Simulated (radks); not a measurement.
The lanthanum anion La- inside a hard spherical wall (all orbitals vanish at R), configuration held at [Xe] 5d2 6s2 and not refilled when levels cross. Calculated with a radial shooting solver on a logarithmic mesh with Libxc functionals: scalar-relativistic Kohn-Sham, PBE, spin-polarised, spherical densities, finite nucleus; open shells are filled with parallel spins first (spin-orbit coupling, left out, can overturn this in heavy ions); Fermi nuclear charge, rms radius 4.855 fm. Eigenvalues in eV for spin up, with the zero of energy where the potential of the charges vanishes at infinity; a dash marks a level that is unbound or too diffuse for the functional's potential to be trusted. A positive occupied level is held by the wall or, in an anion where self-interaction has pushed it up, behind a barrier. The pressure on the wall is -dE/dV.

R (bohr)  E (hartree)  kinetic (hartree)    e(5s)    e(5p)   e(6s)   e(5d)  e(6p, empty)  e(7s, empty)  pressure (GPa)
20         -8492.9428           8982.761  -33.479  -17.145   0.226   1.422         1.693         1.981        0.000647
12         -8492.9354           8982.796  -32.907  -16.577   0.624   1.913         2.441         4.481          0.0629
10         -8492.9206           8982.861  -32.272  -15.953   1.090   2.443         3.167         6.740           0.299
8          -8492.8676           8983.067  -30.831  -14.552   2.292   3.649         4.945        11.856            1.78
7          -8492.7959           8983.319  -29.514  -13.292   3.608   4.793         6.839        16.979            4.87
6          -8492.6392           8983.839  -27.511  -11.407   6.093   6.667        10.345        25.958            15.1
4          -8491.1053           8989.093  -18.279   -2.647  24.910  17.384        34.819        81.006             297
2.5        -8478.6530           9029.149   15.086   34.612  127.73  66.921        150.86        303.95            9000
1.5        -8383.0633           9295.986   208.40   251.97  629.34  318.63        673.37        1206.2          290000
